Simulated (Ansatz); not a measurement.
Consider the ligand exchange at the Al–Br bond: `[AlH2][Br]` + NH₃ → `[NH2][AlH2]` + HBr.

Gas-phase electronic energies from Ansatz, PBE0-D4/def2-TZVP geometries. CBS: MP2 limit from def2 TZ/QZ plus the TZ coupled-cluster correction, frozen cores. This one scheme is used for every species. Functionals use def2-TZVPP. For Br outer-core shells are correlated without core-valence functions, which leaves a few kJ/mol of doubt a bond. Scalar relativity is left out up to krypton.

CCSD(T)/CBS gives +0.73 eV.

Q: Another level gave +0.65 eV. Which?
A. PBE0/def2-TZVPP
B. HF/def2-TZVPP
C. RPA@PBE/def2-TZVPP
D. ωB97M-V/def2-TZVPP

A: C. RPA@PBE/def2-TZVPP 0.65, PBE0 0.75, ωB97M-V 0.70, HF/def2-TZVPP 0.82 eV.

Q: What do rigid-rotor, harmonic-oscillator terms from PBE0-D4/def2-TZVP frequencies (298.15 K, 1 bar) make of the CCSD(T)/CBS value? (An estimate is asked.)

A: Computed: ΔZPE = -0.10 eV, ΔH = +0.63 eV, ΔS = -7 J/(mol·K), ΔG = +0.65 eV.

Largest T1 diagnostic among the species: 0.011.

From r2SCAN to r2SCAN0 (25 % exact exchange), in def2-TZVPP and without D4, ΔE moves by +0.04 eV. In def2-TZVPP, CCSD(T) changes the Hartree–Fock value by −0.13 eV (the triples alone add −0.01 eV) and MP2 by −0.10 eV.
